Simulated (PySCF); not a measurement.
CH₃Cl₂Ga.

```xyz
7

Ga     0.2298    -0.0867     0.1526
Cl    -1.5526    -1.2912    -0.0732
Cl     0.1254     1.8292    -0.8464
C      1.8029    -0.6796     1.1525
H      2.2588     0.1797     1.6798
H      2.5411    -1.0884     0.4338
H      1.5217    -1.4703     1.8728
```
Charge 0, spin multiplicity 1.

Coordinates come from a PBE-D3(BJ)/def2-SVP optimisation. The structure was generated by enumeration; whether it is a known compound was not checked.

The numbers are results of PBE0/pcSseg-1 in PySCF, not measurements. Non-relativistic, no solvent.

Give the absolute GIAO shielding of each atom: isotropic value and principal components (ppm). (An estimate is asked for; the answer gives what the named calculation found.)


```
atom  σ(iso)     σ11     σ22     σ33   span
----  ------  ------  ------  ------  -----
Ga1   1285.8  1124.4  1200.3  1532.6  408.2
Cl2    823.6   613.2   865.6   991.8  378.5
Cl3    826.4   615.6   871.5   992.2  376.5
C4     180.6   172.2   173.2   196.4   24.2
H5      30.3    25.0    27.8    38.1   13.2
H6      30.3    25.6    27.3    38.0   12.4
H7      30.3    24.8    28.0    38.2   13.4
```
